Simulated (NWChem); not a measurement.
System meant: MoNH3S2O; SMILES [S]=[Mo](=[NH])([OH])[SH]

The following NWChem deck was run.

```
start job
memory heap 200 mb stack 900 mb global 1100 mb
geometry units angstroms noautoz
  Mo     0.185911    -0.108902     0.042985
  N      1.130058    -0.011442    -1.380058
  H      1.341192    -0.273445    -2.343410
  S     -1.308418    -1.592624    -0.157788
  O      1.261093    -0.439173     1.534808
  H      2.223020    -0.364618     1.524328
  S     -0.794741     2.007012     0.086604
  H     -1.701650     1.702141     1.045920
end
basis spherical
  * library def2-svp
end
ecp
  Mo library def2-ecp
end
dft
  xc xpbe96 cpbe96
  iterations 4
  mulliken
end
task dft energy
```

End of the output:

```
    Atom       Charge   Shell Charges
 -----------   ------   -------------------------------------------------------
    1 Mo  14    14.62   0.00  0.98  0.92  0.36  0.14  5.63  1.02  0.49  3.36  1.62  0.10
    2 N    7     6.86   1.97  0.80  0.47  2.06  1.53  0.03
    3 H    1     0.90   0.57  0.20  0.12
    4 S   16    15.86   2.00  1.96  0.98  0.65  5.81  1.94  2.47  0.04
    5 O    8     8.07   1.97  0.89  0.59  2.68  1.92  0.01
    6 H    1     0.89   0.55  0.16  0.18
    7 S   16    15.86   2.00  1.95  0.97  0.62  5.81  1.95  2.50  0.05
    8 H    1     0.96   0.59  0.28  0.08

 center of mass
 --------------
 x =   0.01446410 y =  -0.02435191 z =  -0.00289709

 moments of inertia (a.u.)
 ------------------
        1030.440425358745          -0.000000000000          -0.000000000000
          -0.000000000000         731.406263049384          -0.000000000000
          -0.000000000000          -0.000000000000        1253.298579180014

     Multipole analysis of the density
     ---------------------------------

     L   x y z        total         alpha         beta         nuclear
     -   - - -        -----         -----         ----         -------
     0   0 0 0      0.000000    -32.000000    -32.000000     64.000000

     1   1 0 0      1.523368      7.312509      7.312509    -13.101650
     1   0 1 0      0.081390     -2.642740     -2.642740      5.366870
     1   0 0 1     -0.759446     -1.606401     -1.606401      2.453355

     2   2 0 0    -41.300304   -144.396171   -144.396171    247.492037
     2   1 1 0     -2.542680      0.234878      0.234878     -3.012435
     2   1 0 1     -2.751569     -0.683443     -0.683443     -1.384683
     2   0 2 0    -50.738554   -221.774590   -221.774590    392.810626
     2   0 1 1      2.730143     -0.836351     -0.836351      4.402845
     2   0 0 2    -39.749882    -91.681343    -91.681343    143.612805

 ------------------------------------------------------------------------
 dft energy failed                                                                                  0
 ------------------------------------------------------------------------
 ------------------------------------------------------------------------
  current input line :
    24: task dft energy
 ------------------------------------------------------------------------
 ------------------------------------------------------------------------
 This type of error is most commonly associated with calculations not reaching convergence criteria
 ------------------------------------------------------------------------
 For more information see the NWChem manual at https://nwchemgit.github.io

0:dft energy failed:Received an Error in Communication
```

Question: Can this run be used? If not, why, and what is the fix?

Answer: The run did not converge; its last values are not results. Cause: the SCF was allowed too few iterations. This input runs:
```
start job
memory heap 200 mb stack 900 mb global 1100 mb
geometry units angstroms noautoz
  Mo     0.185911    -0.108902     0.042985
  N      1.130058    -0.011442    -1.380058
  H      1.341192    -0.273445    -2.343410
  S     -1.308418    -1.592624    -0.157788
  O      1.261093    -0.439173     1.534808
  H      2.223020    -0.364618     1.524328
  S     -0.794741     2.007012     0.086604
  H     -1.701650     1.702141     1.045920
end
basis spherical
  * library def2-svp
end
ecp
  Mo library def2-ecp
end
dft
  xc xpbe96 cpbe96
  iterations 150
  mulliken
end
task dft energy
```
It converges to -995.71558 Ha (PBE/def2-SVP with def2 effective core potentials on Mo).
